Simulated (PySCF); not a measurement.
An excited-state table with gaps

2-methoxy-1,3-dioxolane, C4H8O3.
Atom-mapped SMILES: `[CH3:1][O:2][CH:3]1[O:4][CH2:5][CH2:6][O:7]1` (hydrogens: H8, H9, H10 on C1; H11 on C3; H12, H13 on C5; H14, H15 on C6)

The calculation used PySCF 2.14.0, density-fitted response routines, TDDFT PBE0/def2-SVPD, vertical, gas phase, core orbitals frozen in the response. The structure is a single GFN2-xTB conformer in the gas phase; no vibrational or solvent corrections.

Lowest singlets, with some entries withheld (?).

```csv
state,ν̃ (cm⁻¹),f,"main configurations (H = HOMO, L = LUMO)"
S1,58090,0.0024,H→L (96%)
S2,62500,0.012,"H→L+1 (50%), H-1→L (41%)"
S3,63640,0.0051,"H→L+1 (28%), H-1→L (27%), H→L+2 (21%)"
S4,?,0.0062,"H→L+2 (59%), H-1→L (14%), H-2→L (13%)"
S5,?,0.0027,"H-2→L (58%), H→L+1 (17%), H→L+4 (10%)"
S6,?,0.0079,"H→L+4 (74%), H→L+2 (13%)"
```

Q: Supply the missing values.

A: 
- S4: ν̃ = 64000 cm⁻¹
- S5: ν̃ = 65700 cm⁻¹
- S6: ν̃ = 66090 cm⁻¹

Q: What is the mean static polarisability from the same response equations?

A: 59.2 au (8.77 Å³), with principal values 53.0, 55.0 and 69.4 au.

Q: Where do the lowest triplets lie (Tamm–Dancoff)?

A: T1 7.08 eV, H→L (92%); T2 7.59 eV, H-1→L (49%), H→L+1 (32%). E(S1) − E(T1) = +0.12 eV.

Q: How far apart are S1 and S2, in eV and cm⁻¹?

A: 7.748 − 7.202 = 0.546 eV, or about 4400 cm⁻¹.

Without π bonds the low states may be Rydberg-like; a valence basis with one diffuse set may place them up to an eV too high.
